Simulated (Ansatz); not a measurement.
GaSiH6F, closed shell: a nudged elastic band.

Input (in.yaml):

```yaml
crystal:
  periodic: [false, false, false]
  atoms:
    - {symbol: Ga, position_ang: [-1.310209, 0.051027, -0.443123]}
    - {symbol: Si, position_ang: [0.936367, -0.834891, -0.182684]}
    - {symbol: H, position_ang: [-1.632442, 0.944139, -1.689654]}
    - {symbol: H, position_ang: [-2.436731, -0.443238, 0.527406]}
    - {symbol: H, position_ang: [0.402869, 1.366744, 1.001164]}
    - {symbol: F, position_ang: [-0.454317, 1.744764, 0.926749]}
    - {symbol: H, position_ang: [1.787010, -0.894961, -1.401946]}
    - {symbol: H, position_ang: [1.629817, 0.185100, 0.706329]}
    - {symbol: H, position_ang: [1.077537, -2.118884, 0.555659]}
basis:
  gaussian: {orbitals: def2-SVP}
hamiltonian: {xc: pbe0, dispersion: d4}
neb:
  images: 5
  climbing: true
  max_iterations: 3
  initial_path: idpp
  final_atoms:
    - {symbol: Ga, position_ang: [-1.607465, 0.689141, -0.120854]}
    - {symbol: Si, position_ang: [1.341619, -0.677374, 0.072921]}
    - {symbol: H, position_ang: [-1.513857, 0.456042, -1.659415]}
    - {symbol: H, position_ang: [-2.022280, -0.280512, 1.027378]}
    - {symbol: H, position_ang: [0.515855, 0.566359, 0.248142]}
    - {symbol: F, position_ang: [-1.475874, 2.381656, 0.368229]}
    - {symbol: H, position_ang: [2.388497, -0.369010, -0.927186]}
    - {symbol: H, position_ang: [1.923704, -1.005963, 1.393671]}
    - {symbol: H, position_ang: [0.449700, -1.760538, -0.402988]}
```

Command:

```bash
ansatz run in.yaml --threads 4 --pin off --events-out ev --progress --plain --max-ram 9574MiB
```

The run's output (Ansatz 0.2.0):

```
Functional definition: PBE0
  name "PBE0"
  cite "Adamo & Barone, J. Chem. Phys. 110, 6158 (1999) doi:10.1063/1.478522"
  cite "Perdew, Burke & Ernzerhof, Phys. Rev. Lett. 77, 3865 (1996) doi:10.1103/PhysRevLett.77.3865"
  parent pbe
  parameter a = 0.25
  parameter kappa = 0.804
  parameter beta = 0.06672455060314922
  exchange = (1 - a)*pbe_x(kappa = kappa, mu = beta*pi^2/3) + a*exact_x
  correlation = pbe_c(beta = beta)
980 factors; integrals over basis functions are off by at most 3.2e-4 eV
mean field evaluation 1: about -63044.0737 eV, gradient 3.0e1 eV
mean field evaluation 2: about -63043.5680 eV, gradient 3.8e1 eV
mean field evaluation 4: about -63045.4477 eV, gradient 9.2e-1 eV
mean field evaluation 8: about -63045.4556 eV, gradient 8.4e-3 eV
mean field -63045.45558745 eV, -2316.8777590940 hartree, gradient 4.5e-5 eV, S^2 0.000000; 0 other end points of the search recorded, 0 dependent functions left out
the calculation of the forces begins
reference -63045.45561754 eV, -2316.8777602000 hartree; 30, 30 occupied and 64, 64 virtual orbitals, 980 factors
980 factors; integrals over basis functions are off by at most 8.5e-4 eV
mean field evaluation 16: about -63045.9538 eV, gradient 5.5e0 eV
mean field -63046.00863578 eV, -2316.8980832453 hartree, gradient 1.3e-5 eV, S^2 0.000000; 0 other end points of the search recorded, 0 dependent functions left out
the calculation of the forces begins
reference -63046.00866813 eV, -2316.8980844343 hartree; 30, 30 occupied and 64, 64 virtual orbitals, 980 factors
WARN: NEB end point (image 0): max|allowed force component| = 1.334e-1 eV/Å (the criterion of neb.relax_end_points is 1.000e-2). That is over neb.f_tol: it is no minimum, so the barrier can be far off. Relax it first
WARN: NEB end point (image 6): max|allowed force component| = 1.330e-1 eV/Å (the criterion of neb.relax_end_points is 1.000e-2). That is over neb.f_tol: it is no minimum, so the barrier can be far off. Relax it first
980 factors; integrals over basis functions are off by at most 6.1e-4 eV
mean field evaluation 32: about -63044.2832 eV, gradient 2.1e0 eV
mean field -63044.29511736 eV, -2316.8351126051 hartree, gradient 2.8e-5 eV, S^2 0.000000; 0 other end points of the search recorded, 0 dependent functions left out
the calculation of the forces begins
reference -63044.29514786 eV, -2316.8351137257 hartree; 30, 30 occupied and 64, 64 virtual orbitals, 980 factors
980 factors; integrals over basis functions are off by at most 5.9e-4 eV
mean field -63043.23467923 eV, -2316.7961422223 hartree, gradient 6.1e-6 eV, S^2 0.000000; 0 other end points of the search recorded, 0 dependent functions left out
the calculation of the forces begins
reference -63043.23471008 eV, -2316.7961433563 hartree; 30, 30 occupied and 64, 64 virtual orbitals, 980 factors
980 factors; integrals over basis functions are off by at most 6.7e-4 eV
mean field evaluation 64: about -63043.4214 eV, gradient 6.9e0 eV
mean field -63043.48168489 eV, -2316.8052195129 hartree, gradient 3.2e-5 eV, S^2 0.000000; 0 other end points of the search recorded, 0 dependent functions left out
the calculation of the forces begins
reference -63043.48171639 eV, -2316.8052206705 hartree; 30, 30 occupied and 64, 64 virtual orbitals, 980 factors
980 factors; integrals over basis functions are off by at most 8.3e-4 eV
mean field -63044.58406637 eV, -2316.8457312852 hartree, gradient 9.9e-6 eV, S^2 0.000000; 0 other end points of the search recorded, 0 dependent functions left out
the calculation of the forces begins
reference -63044.58409814 eV, -2316.8457324526 hartree; 30, 30 occupied and 64, 64 virtual orbitals, 980 factors
980 factors; integrals over basis functions are off by at most 9.3e-4 eV
mean field evaluation 96: about -63045.5930 eV, gradient 3.4e-1 eV
mean field -63045.59827878 eV, -2316.8830029037 hartree, gradient 1.9e-5 eV, S^2 0.000000; 0 other end points of the search recorded, 0 dependent functions left out
the calculation of the forces begins
reference -63045.59831084 eV, -2316.8830040821 hartree; 30, 30 occupied and 64, 64 virtual orbitals, 980 factors
NEB iter   1: max|band force component| = 4.001e0 eV/Å  barrier→ = 2.2109 eV  barrier← = 2.7560 eV  Δτ_max = 0.2000 Å  (178 SCF iters)
NEB iter   2: max|band force component| = 2.699e0 eV/Å  barrier→ = 1.1252 eV  barrier← = 1.6702 eV  Δτ_max = 0.2000 Å  (141 SCF iters)
NEB iter   3: max|band force component| = 1.235e1 eV/Å  barrier→ = 1.2249 eV  barrier← = 1.7700 eV  Δτ_max = 0.0989 Å  (137 SCF iters)
Error: NEB band did not converge after 3 iterations: max|band force component| = 1.23e1 eV/Å (threshold 5.0e-2); raise `neb.max_iterations` in a new run, which can start from the last band evaluated (`neb.initial_path`, with `crystal.atoms` and `neb.final_atoms` set to its first and last images), add images, or start from endpoints closer to local minima. Where this run's directory can be resumed (`checkpoint.write`), a resume goes on for up to `neb.max_iterations` more; to start a new run from the last band, take its images' positions from the `neb_iteration` event of iteration 3 (`data.images[].positions_ang`), in the event stream of the run that computed that iteration (not this run's, if it was resumed behind it). With `checkpoint.write`, `steps/00-neb/state/checkpoint.json` in the run directory holds the last saved band, under `neb.evaluated.images[].positions_ang` (a band under a hybrid functional on support functions is neither saved nor resumed: `neb.initial_path` says where its path is): check the last entry of `neb.iterations` there, which is earlier than 3 if that iteration was not saved or its write failed. If the band's step has no `state` directory and holds `state.next`, a write was cut short, and the file is under `state.next` instead (behind a loss of power it can be under `state.prev`)
a run's events are kept only if it was started with --events-out <file>, and are in that file

[the SCF lines of later steps are left out]
```

The lines “mean field evaluation” count trial sets of orbitals through the whole run, from several starts and some on an approximate energy, so they need not fall steadily or lie above the final value.

The run took about 21 s on 4 CPU threads of an Arm Neoverse V1 (shared host).


The run did not converge within its limit. Three iterations were allowed, too few to relax the band.